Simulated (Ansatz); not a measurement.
Stretching the In1–H2 bond in ClFHIn (SMILES [F][InH][Cl]) (multiplicity 1 held, fragments rigid). Energies count from the point at 1.694 Å.
Geometry at that point (charge 0, multiplicity 1):
```csv
atom,x (Å),y (Å),z (Å)
In,-0.0947,-0.4182,0.2022
H,-1.0212,-1.8132,0.4545
F,1.5781,-0.1126,1.1639
Cl,-0.5023,1.3717,-1.2258
```

R- and RO- levels are restricted; in cc, def2 and unpolarised 6-31G sets they are followed outwards from rest. Unrestricted levels (U-) break spin symmetry where that is lower. Active spaces are followed from a long bond inwards. Levels need not reach the same state.

Frozen-core correlation. Filled d and f shells under p-block atoms count as core.

Run with Ansatz (Gaussian basis) for Hartree–Fock, density functionals and correlated methods. Values without a source in brackets are computed. In def2 rows elements past Kr take small-core potentials, without spin–orbit coupling.

```csv
level,energy at R = 5.419 Å (kcal/mol)
R-HF/def2-TZVPP,155.23
U-HF/def2-TZVPP,52.47
R-B3LYP/def2-TZVPP,106.77
R-wB97X-V/def2-TZVPP,142.97
U-wB97X-V/def2-TZVPP,72.63
R-MP2/def2-TZVPP,[?]
U-SCS-MP2/def2-TZVPP,70.30
"SC-NEVPT2 on CASSCF(2,2)/def2-TZVPP",[?]
"FIC-MRCISD+Q on CASSCF(2,2)/def2-TZVPP",71.56
```

Q: Some entries are withheld; supply them.

A: 
- R-MP2/def2-TZVPP, energy at R = 5.419 Å (kcal/mol): 92.51
- SC-NEVPT2 on CASSCF(2,2)/def2-TZVPP, energy at R = 5.419 Å (kcal/mol): 67.08

Doubts at one or more of the structures used: a restricted determinant that unrestricted orbitals would lower (R-HF/def2-TZVPP, R-B3LYP/def2-TZVPP, R-wB97X-V/def2-TZVPP, R-MP2/def2-TZVPP); a spin-contaminated determinant (U-HF/def2-TZVPP, U-wB97X-V/def2-TZVPP, U-SCS-MP2/def2-TZVPP).

Ansatz is a quantum-chemistry and plane-wave program.
